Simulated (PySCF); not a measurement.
## Ru²⁺: ionisation energy

Ru²⁺ [Kr] 4d6 (5D) → Ru³⁺ [Kr] 4d5 (6S), as a difference of total energies. Computed with PySCF 2.14 in def2-TZVPPD with the def2 core potential (28 electrons) (6s4p3d2f1g, 56 functions), with a scalar-relativistic core potential. Correlated levels: valence: 4s2 4p6 frozen. The calculations carry no spin-orbit coupling.

Q: Order these methods by the ionisation energy they give, lowest first.
A. CCSD(T) (valence)
B. SCS-MP2 (valence)
C. CCSD (valence)
D. UHF

A: D (26.556 eV), C (27.767 eV), A (27.807 eV), B (27.998 eV).

The reference lies between the lowest fine-structure levels, while these numbers refer to the centres of the terms.

Errors of the correlated levels include the incompleteness of this basis and the frozen core.

For comparison: 28.47 eV (semi-empirical (NIST evaluation); NIST Atomic Spectra Database, ionization energies).
